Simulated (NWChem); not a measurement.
Species: MgH12O6 (charge +2); SMILES [OH2]->[Mg+2](<-[OH2])(<-[OH2])(<-[OH2])(<-[OH2])<-[OH2]

Not confirmed as a minimum by frequencies.

**Question.** Give the equilibrium geometry at PBE0/def2-SVP (NWChem) as a list of bonds and angles, with the point group.

**Answer.** point group Th; any orientation.
Bonds (Å): Mg1–O2 2.092, Mg1–O5 2.092, Mg1–O8 2.092, Mg1–O11 2.092, Mg1–O14 2.092, Mg1–O17 2.092, O2–H3 0.968, O2–H4 0.968, O5–H6 0.968, O5–H7 0.968, O8–H9 0.968, O8–H10 0.968, O11–H12 0.968, O11–H13 0.968, O14–H15 0.968, O14–H16 0.968, O17–H18 0.968, O17–H19 0.968. Angles (°): O2–Mg1–O5 90.1, O2–Mg1–O8 90.0, O2–Mg1–O11 89.9, O2–Mg1–O14 89.9, O2–Mg1–O17 179.9, O5–Mg1–O8 90.1, O5–Mg1–O11 90.0, O5–Mg1–O14 179.9, O5–Mg1–O17 90.0, O8–Mg1–O11 179.9, O8–Mg1–O14 90.0, O8–Mg1–O17 90.0, O11–Mg1–O14 89.9, O11–Mg1–O17 90.1, O14–Mg1–O17 90.0, Mg1–O2–H3 126.8, Mg1–O2–H4 126.9, H3–O2–H4 106.3, Mg1–O5–H6 126.8, Mg1–O5–H7 126.9, H6–O5–H7 106.3, Mg1–O8–H9 126.9, Mg1–O8–H10 126.8, H9–O8–H10 106.3, Mg1–O11–H12 126.8, Mg1–O11–H13 126.9, H12–O11–H13 106.3, Mg1–O14–H15 127.0, Mg1–O14–H16 126.7, H15–O14–H16 106.3, Mg1–O17–H18 126.7, Mg1–O17–H19 126.9, H18–O17–H19 106.3.
